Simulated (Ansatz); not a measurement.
Ansatz (a program for electronic structure) input (B3LYP-D3(BJ)/def2-TZVP):

Ansatz 0.2 input:
```yaml
crystal:
  periodic: [false, false, false]
  atoms:
    - {symbol: B, position_ang: [-0.33894050, -0.11844375, -0.10367593]}
    - {symbol: Cl, position_ang: [0.62820411, 1.46153924, -0.24026744]}
    - {symbol: Cl, position_ang: [1.04532217, -0.86822204, 0.90490372]}
    - {symbol: O, position_ang: [-1.41467208, -0.51021275, -0.49595402]}
basis:
  gaussian:
    orbitals: def2-TZVP
hamiltonian:
  xc: b3lyp
  dispersion: d3bj
magnetization: {spin_polarized: true, initial_magnetization: 1}
relax: {f_tol: 0.002, max_steps: 150}
```

Output:

```
Functional definition: B3LYP
integrals: 0.05 GiB planned
846 factors; their error is unknown
0.20 GiB of the device are held for the grids
0.53 GiB of device memory are held for the factors and their scratch space
mean field: 0.54 GiB planned
mean field evaluation 1: about -27763.0781 eV, gradient 4.8e1 eV
mean field evaluation 2: about -27672.3047 eV, gradient 1.4e2 eV
mean field evaluation 4: about -27771.2699 eV, gradient 6.9e0 eV
mean field evaluation 8: about -27771.4751 eV, gradient 7.6e-1 eV
mean field evaluation 16: about -27771.5674 eV, gradient 2.2e-4 eV
mean field evaluation 32: about -27771.5414 eV, gradient 3.4e-4 eV
mean field -27771.56735459 eV, -1020.5862760367 hartree, gradient 2.1e-5 eV, S^2 0.755224; 7 other end points of the search recorded, 0 dependent functions left out
the calculation of the forces begins
reference -27771.56758357 eV, -1020.5862844517 hartree; 24, 23 occupied and 112, 113 virtual orbitals, 846 factors
relax step   1: F+E_penalty+E_count = -27771.74513339 eV  Δ(F+E_penalty+E_count) = +0.000e0 eV  max|allowed force component| = 3.037e0 eV/Å  Δτ_max = 0.0000 Å  (179 SCF iters, accepted)
these checks for a lower state are left out or cut short: starts, cluster_reference, orbital_swaps, neighbouring_geometries, increment
integrals: 0.05 GiB planned
846 factors; their error is unknown
0.20 GiB of the device are held for the grids
0.53 GiB of device memory are held for the factors and their scratch space
mean field: 0.54 GiB planned
mean field -27771.95971896 eV, -1020.6006951614 hartree, gradient 2.1e-5 eV, S^2 0.759068; 1 other end points of the search recorded, 0 dependent functions left out
the calculation of the forces begins
reference -27771.95994394 eV, -1020.6007034294 hartree; 24, 23 occupied and 112, 113 virtual orbitals, 846 factors
relax step   2: F+E_penalty+E_count = -27772.13570974 eV  Δ(F+E_penalty+E_count) = -3.906e-1 eV  max|allowed force component| = 5.237e0 eV/Å  Δτ_max = 0.0921 Å  (87 SCF iters, accepted)
these checks for a lower state are left out or cut short: starts, cluster_reference, orbital_swaps, neighbouring_geometries, increment
integrals: 0.05 GiB planned
846 factors; their error is unknown
0.20 GiB of the device are held for the grids
0.53 GiB of device memory are held for the factors and their scratch space
mean field: 0.54 GiB planned
mean field evaluation 64: about -27772.4645 eV, gradient 2.9e-1 eV
mean field -27772.52975233 eV, -1020.6216435013 hartree, gradient 1.2e-5 eV, S^2 0.756716; 0 other end points of the search recorded, 0 dependent functions left out
the calculation of the forces begins
reference -27772.52997851 eV, -1020.6216518132 hartree; 24, 23 occupied and 112, 113 virtual orbitals, 846 factors
relax step   3: F+E_penalty+E_count = -27772.70157550 eV  Δ(F+E_penalty+E_count) = -5.659e-1 eV  max|allowed force component| = 3.627e0 eV/Å  Δτ_max = 0.1810 Å  (52 SCF iters, accepted)
these checks for a lower state are left out or cut short: starts, cluster_reference, orbital_swaps, neighbouring_geometries, increment
integrals: 0.05 GiB planned
846 factors; their error is unknown
0.20 GiB of the device are held for the grids
0.53 GiB of device memory are held for the factors and their scratch space
mean field: 0.54 GiB planned
mean field -27772.82148923 eV, -1020.6323646348 hartree, gradient 1.7e-5 eV, S^2 0.754894; 0 other end points of the search recorded, 0 dependent functions left out
the calculation of the forces begins
reference -27772.82171202 eV, -1020.6323728219 hartree; 24, 23 occupied and 112, 113 virtual orbitals, 846 factors
relax step   4: F+E_penalty+E_count = -27772.99555887 eV  Δ(F+E_penalty+E_count) = -2.940e-1 eV  max|allowed force component| = 2.112e-1 eV/Å  Δτ_max = 0.1168 Å  (46 SCF iters, accepted)
these checks for a lower state are left out or cut short: starts, cluster_reference, orbital_swaps, neighbouring_geometries, increment
integrals: 0.05 GiB planned
846 factors; their error is unknown
0.20 GiB of the device are held for the grids
0.53 GiB of device memory are held for the factors and their scratch space
mean field: 0.54 GiB planned
mean field -27772.82432433 eV, -1020.6324688226 hartree, gradient 1.7e-5 eV, S^2 0.754950; 0 other end points of the search recorded, 0 dependent functions left out
the calculation of the forces begins
reference -27772.82454743 eV, -1020.6324770213 hartree; 24, 23 occupied and 112, 113 virtual orbitals, 846 factors
relax step   5: F+E_penalty+E_count = -27772.99786882 eV  Δ(F+E_penalty+E_count) = -2.310e-3 eV  max|allowed force component| = 6.316e-2 eV/Å  Δτ_max = 0.0126 Å  (41 SCF iters, accepted)
these checks for a lower state are left out or cut short: starts, cluster_reference, orbital_swaps, neighbouring_geometries, increment
integrals: 0.05 GiB planned
846 factors; their error is unknown
0.20 GiB of the device are held for the grids
0.53 GiB of device memory are held for the factors and their scratch space
mean field: 0.54 GiB planned
mean field -27772.82412069 eV, -1020.6324613392 hartree, gradient 1.4e-5 eV, S^2 0.754966; 0 other end points of the search recorded, 0 dependent functions left out
the calculation of the forces begins
reference -27772.82434374 eV, -1020.6324695359 hartree; 24, 23 occupied and 112, 113 virtual orbitals, 846 factors
relax step   6: F+E_penalty+E_count = -27772.99774212 eV  Δ(F+E_penalty+E_count) = +1.267e-4 eV  max|allowed force component| = 1.112e-1 eV/Å  Δτ_max = 0.0038 Å  (41 SCF iters, rejected (line search))
these checks for a lower state are left out or cut short: starts, cluster_reference, orbital_swaps, neighbouring_geometries, increment
integrals: 0.05 GiB planned
846 factors; their error is unknown
0.20 GiB of the device are held for the grids
0.53 GiB of device memory are held for the factors and their scratch space
mean field: 0.54 GiB planned
mean field evaluation 96: about -27772.8244 eV, gradient 3.0e-4 eV
mean field -27772.82436040 eV, -1020.6324701483 hartree, gradient 1.8e-5 eV, S^2 0.754960; 0 other end points of the search recorded, 0 dependent functions left out
the calculation of the forces begins
reference -27772.82458350 eV, -1020.6324783470 hartree; 24, 23 occupied and 112, 113 virtual orbitals, 846 factors
relax step   7: F+E_penalty+E_count = -27772.99791898 eV  Δ(F+E_penalty+E_count) = -5.016e-5 eV  max|allowed force component| = 1.281e-2 eV/Å  Δτ_max = 0.0018 Å  (34 SCF iters, accepted)
these checks for a lower state are left out or cut short: starts, cluster_reference, orbital_swaps, neighbouring_geometries, increment
integrals: 0.05 GiB planned
846 factors; their error is unknown
0.20 GiB of the device are held for the grids
0.53 GiB of device memory are held for the factors and their scratch space
mean field: 0.54 GiB planned
mean field -27772.82437622 eV, -1020.6324707295 hartree, gradient 2.1e-5 eV, S^2 0.754959; 0 other end points of the search recorded, 0 dependent functions left out
the calculation of the forces begins
reference -27772.82459931 eV, -1020.6324789280 hartree; 24, 23 occupied and 112, 113 virtual orbitals, 846 factors
relax step   8: F+E_penalty+E_count = -27772.99794017 eV  Δ(F+E_penalty+E_count) = -2.119e-5 eV  max|allowed force component| = 1.248e-4 eV/Å  Δτ_max = 0.0017 Å  (33 SCF iters, accepted)
integrals: 0.05 GiB planned
846 factors; their error is unknown
0.20 GiB of the device are held for the grids
0.53 GiB of device memory are held for the factors and their scratch space
mean field: 0.54 GiB planned
mean field evaluation 128: about -27772.6798 eV, gradient 1.6e0 eV
mean field -27772.82437622 eV, -1020.6324707295 hartree, gradient 2.2e-5 eV, S^2 0.754959; 3 other end points of the search recorded, 0 dependent functions left out
the calculation of the forces begins
reference -27772.82459931 eV, -1020.6324789280 hartree; 24, 23 occupied and 112, 113 virtual orbitals, 846 factors
Total energy: -27772.99816326 eV, -1020.6388572856 hartree
Atom 0 at    -0.089667    -0.033768    -0.009236 Å, force     0.000067    -0.000125    -0.000100 eV/Å
Atom 1 at     0.393125     1.603509    -0.418755 Å, force    -0.000022     0.000027     0.000035 eV/Å
Atom 2 at     0.884212    -1.149216     0.933542 Å, force     0.000012     0.000037     0.000048 eV/Å
Atom 3 at    -1.267757    -0.455864    -0.440544 Å, force    -0.000058     0.000061     0.000017 eV/Å
Dipole moment:     0.151402     0.054252     0.055432 e Å
```

It need not be the lowest isomer of its formula.
